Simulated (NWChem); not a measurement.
CH$_{4}$Zn; SMILES [CH3][ZnH]

Results from NWChem. All runs use the structure optimised with PBE-D3(BJ)/def2-SVP. Ions are spin-unrestricted doublets at the neutral geometry; other ion states weren't tried.

Q: Order these by “−ε(HOMO) (eV)”, lowest first: BHandHLYP/def2-SVPD; Hartree-Fock/def2-SVPD; B3LYP/def2-SVPD; PBE/def2-SVPD.

A: PBE/def2-SVPD (6.37), B3LYP/def2-SVPD (7.32), BHandHLYP/def2-SVPD (8.57), Hartree-Fock/def2-SVPD (10.27)
